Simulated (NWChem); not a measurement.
System meant: SiH$_{4}$SeSO; SMILES [SiH3]O[Se]S

Input file for NWChem:

```
start job
memory heap 200 mb stack 900 mb global 1100 mb
geometry units angstroms noautoz
  Se     0.627305    -0.558382     0.183832
  S     -1.294521    -1.559767    -0.025697
  H     -1.095031    -2.121446    -1.243976
  O      0.374953     1.011619    -0.684499
  Si    -0.386868     2.293946     0.103820
  H     -0.424710     3.404556    -0.887735
  H      0.387956     2.705447     1.312958
  H     -1.772736     1.918715     0.513042
end
basis spherical
  * library def2-svp
end
dft
  xc xpbe96 cpbe96
  iterations 4
  mulliken
end
task dft energy
```

End of the output:

```
    Atom       Charge   Shell Charges
 -----------   ------   -------------------------------------------------------
    1 Se  34    33.88   2.00  2.00  1.96  1.16  0.66  5.99  5.79  1.99  2.05  7.83  2.04  0.41
    2 S   16    15.87   2.00  1.95  1.02  0.70  5.80  1.83  2.48  0.08
    3 H    1     1.02   0.63  0.31  0.08
    4 O    8     8.38   1.97  0.96  0.66  2.69  2.08  0.01
    5 Si  14    13.58   2.00  1.93  0.68  0.36  5.81  1.28  1.12  0.40
    6 H    1     1.09   0.64  0.42  0.02
    7 H    1     1.10   0.64  0.43  0.02
    8 H    1     1.09   0.64  0.43  0.02

 center of mass
 --------------
 x =   0.13436607 y =  -0.13470879 z =   0.01156377

 moments of inertia (a.u.)
 ------------------
        1101.325586177089           0.000000000000          -0.000000000000
           0.000000000000         388.881197687254           0.000000000000
          -0.000000000000           0.000000000000        1390.615942722492

     Multipole analysis of the density
     ---------------------------------

     L   x y z        total         alpha         beta         nuclear
     -   - - -        -----         -----         ----         -------
     0   0 0 0     -0.000000    -38.000000    -38.000000     76.000000

     1   1 0 0     -0.319733     -0.159867     -0.159867      0.000000
     1   0 1 0     -0.397232     -0.198616     -0.198616      0.000000
     1   0 0 1     -0.050926     -0.025463     -0.025463      0.000000

     2   2 0 0    -37.900273   -103.318809   -103.318809    168.737346
     2   1 1 0      0.359923     -0.778823     -0.778823      1.917570
     2   1 0 1      1.250283      0.380616      0.380616      0.489050
     2   0 2 0    -35.161476   -301.849998   -301.849998    568.538520
     2   0 1 1      2.266909     -3.580547     -3.580547      9.428004
     2   0 0 2    -39.020712    -35.760609    -35.760609     32.500506

 ------------------------------------------------------------------------
 dft energy failed                                                                                  0
 ------------------------------------------------------------------------
 ------------------------------------------------------------------------
  current input line :
    21: task dft energy
 ------------------------------------------------------------------------
 ------------------------------------------------------------------------
 This type of error is most commonly associated with calculations not reaching convergence criteria
 ------------------------------------------------------------------------
 For more information see the NWChem manual at https://nwchemgit.github.io

0:dft energy failed:Received an Error in Communication
```

**Question.** Find the fault in this run and fix the input.

**Answer.** Convergence was not reached. Cause: the SCF was allowed too few iterations. This input runs:
```
start job
memory heap 200 mb stack 900 mb global 1100 mb
geometry units angstroms noautoz
  Se     0.627305    -0.558382     0.183832
  S     -1.294521    -1.559767    -0.025697
  H     -1.095031    -2.121446    -1.243976
  O      0.374953     1.011619    -0.684499
  Si    -0.386868     2.293946     0.103820
  H     -0.424710     3.404556    -0.887735
  H      0.387956     2.705447     1.312958
  H     -1.772736     1.918715     0.513042
end
basis spherical
  * library def2-svp
end
dft
  xc xpbe96 cpbe96
  iterations 150
  mulliken
end
task dft energy
```
It converges to -3165.54538 Ha (PBE/def2-SVP).
